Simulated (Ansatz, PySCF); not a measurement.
Gas-phase reaction (SMILES): N[Si](Br)(Br)Br + F (HF) → F[Si](Br)(Br)Br + N (NH3); hydrogen fluoride cleaves one Si-N bond, a model of a ligand-exchange step.

Geometries: B3LYP-D3(BJ)/def2-TZVP minima from Ansatz (a first-principles code), one conformer each, not searched for the lowest. Valence correlation only, unless marked. No spin-orbit coupling. The frozen core is the preceding noble-gas configuration, with the filled d and f shells of earlier blocks. No relativistic terms. Basis-set limits of correlation are two-point, X^-3; Hartree-Fock from the larger set. The bracket is a focal-point correction in the basis named. Thermal terms are rigid-rotor harmonic-oscillator values from B3LYP-D3(BJ) frequencies (Ansatz or PySCF) at 298.15 K and 1 atm. 1 Eh = 627.5095 kcal/mol.

```csv
species,"E, RI-MP2/CBS(def2-TZVPPD,def2-QZVPPD)+[CCSD(T)-MP2]/def2-TZVPPD (Ansatz) (Eh)","E, PBE/def2-TZVPD (Ansatz) (Eh)",H - E (Eh)
N[Si](Br)(Br)Br,-8063.21271,-8066.76445,0.03882
F (HF),-100.39405,-100.39521,0.01259
F[Si](Br)(Br)Br,-8107.12452,-8110.67597,0.01475
N (NH3),-56.50761,-56.51037,0.03799
```

Task: Work out ΔE and ΔH at 298.15 K at the first level, then ΔH at the second.

Result: 
1. ΔE = [(-8107.12452) + (-56.50761)] - [(-8063.21271) + (-100.39405)] = -0.02537 Eh = -15.9 kcal/mol at RI-MP2/CBS(def2-TZVPPD,def2-QZVPPD)+[CCSD(T)-MP2]/def2-TZVPPD.
2. The terms H - E add up to 0.00133 Eh, so ΔH = (-0.02537 + (0.00133))×627.5095 = -15.1 kcal/mol.
3. At PBE/def2-TZVPD the same steps give ΔE = -16.7 and ΔH = -15.9 kcal/mol, a shift of -0.8 from the first level.
4. These values are not checked against measurement here, since the tables used lack a sound gas-phase enthalpy of formation for at least one species.
